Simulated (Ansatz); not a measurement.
Consider the redistribution: `[OH][GeH]1[O][SiH2]1` + `O[SiH](O)CF` → `F[CH2][GeH]1[O][SiH2]1` + `O[SiH](O)O`.

Calculated with Ansatz (gas phase, PBE0-D4/def2-TZVP geometries, no zero-point term in ΔE). CBS: MP2 limit from def2 TZ/QZ plus the TZ coupled-cluster correction, frozen cores. Functionals use def2-TZVPP. B3LYP here is the variant with VWN-RPA as its local correlation; programs differ in this. For Ge outer-core shells are correlated without core-valence functions, which leaves a few kJ/mol of doubt a bond. Scalar relativity is left out up to krypton. One conformer a species, not always the lowest.

Is it downhill or uphill in electronic energy at CCSD(T)/CBS, and by how much? (Best estimate.)

Computed: Downhill: ΔE = -76.0 kJ/mol.

What do these levels give: PBE-D4, ωB97X-V, ωB97M-V, PBE, PBE0, B3LYP, CCSD/def2-TZVPP, HF/def2-QZVPP, MP2/def2-QZVPP, SCS-MP2/def2-QZVPP, MP2/CBS(def2), CCSD/CBS(def2)? (Estimate.)

Computed: PBE-D4 -68.5, ωB97X-V -70.1, ωB97M-V -73.2, PBE -68.6, PBE0 -73.4, B3LYP -72.8, CCSD/def2-TZVPP -76.9, HF/def2-QZVPP -76.5, MP2/def2-QZVPP -76.9, SCS-MP2/def2-QZVPP -74.0, MP2/CBS(def2) -77.2, CCSD/CBS(def2) -77.3 kJ/mol.

Largest T1 diagnostic among the species: 0.014.

From PBE to PBE0 (25 % exact exchange), in def2-TZVPP and without D4, ΔE moves by −4.8 kJ/mol.
